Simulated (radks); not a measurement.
Results of a calculation; reference values are marked as such.
Task: Valence configurations of the calcium ion Ca+ (all share [Ar]). Code: a radial shooting solver on a logarithmic mesh with Libxc functionals. Model: scalar-relativistic Kohn-Sham, r2SCAN, spin-polarised, spherical densities, finite nucleus; open shells are filled with parallel spins first; meta-GGA in the generalised Kohn-Sham scheme; Fermi nuclear charge, rms radius 3.4776 fm. Order these by energy: 3d0.5 4p0.5; 4p1; 3d1; 3d0.5 4s0.5; 4s1.

Result: From the lowest, in eV above it: 4s1 0.000; 3d0.5 4s0.5 0.790; 3d1 1.674; 3d0.5 4p0.5 2.225; 4p1 3.141. NIST lists [Ar] 4s1 as the ground configuration; this level of theory agrees among the configurations tried. The energies are those of spherical high-spin densities, not of single terms.
